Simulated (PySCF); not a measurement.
(3R)-1-fluoro-3-methylcyclobutene (C5H7F), SMILES C[C@H]1C=C(F)C1.

Coordinates come from a B3LYP-D3(BJ)/def2-SVP optimisation.

Calculation: TDA-LC-ωPBE/def2-SVPD (PySCF).

Vertical excitations. The molecule is in vacuum.

```csv
state,energy (eV),λ (nm),f,main pairs
S1,7.61,163,0.023,"HOMO→LUMO 46 %, HOMO→LUMO+1 27 %, HOMO→LUMO+2 8 %, HOMO→LUMO+3 7 %"
S2,7.69,161,0.279,"HOMO→LUMO+1 62 %, HOMO→LUMO 20 %"
S3,8.21,151,0.014,"HOMO→LUMO+2 68 %, HOMO→LUMO 12 %"
S4,8.50,146,0.004,"HOMO−1→LUMO+1 24 %, HOMO−2→LUMO+1 13 %, HOMO−1→LUMO 12 %, HOMO−3→LUMO+1 9 %"
S5,8.65,143,0.024,"HOMO→LUMO+3 68 %, HOMO→LUMO+5 12 %"
S6,8.78,141,0.003,"HOMO−1→LUMO+1 19 %, HOMO−3→LUMO+1 18 %, HOMO−1→LUMO 11 %, HOMO−3→LUMO 8 %"
S7,9.07,137,0.017,"HOMO−2→LUMO+1 20 %, HOMO→LUMO+4 11 %, HOMO−2→LUMO 11 %, HOMO−3→LUMO+1 6 %"
S8,9.10,136,0.028,"HOMO→LUMO+4 53 %, HOMO→LUMO+5 14 %, HOMO→LUMO 8 %"
S9,9.30,133,0.035,"HOMO→LUMO+5 41 %, HOMO→LUMO+3 7 %, HOMO→LUMO+9 6 %"
S10,9.82,126,0.046,"HOMO−1→LUMO 49 %, HOMO−1→LUMO+2 17 %, HOMO−1→LUMO+1 13 %"
T1,4.24,292,0,"HOMO→LUMO+1 48 %, HOMO→LUMO+4 18 %, HOMO→LUMO 18 %, HOMO→LUMO+2 8 %"
T2,7.37,168,0,"HOMO→LUMO 35 %, HOMO→LUMO+1 34 %, HOMO→LUMO+2 7 %, HOMO→LUMO+3 6 %"
T3,7.95,156,0,"HOMO−2→LUMO+1 23 %, HOMO−1→LUMO+1 13 %, HOMO−3→LUMO+1 12 %, HOMO−2→LUMO 9 %"
T4,8.03,154,0,"HOMO→LUMO+2 60 %, HOMO→LUMO 15 %"
```
Triplets are in the Tamm–Dancoff approximation.
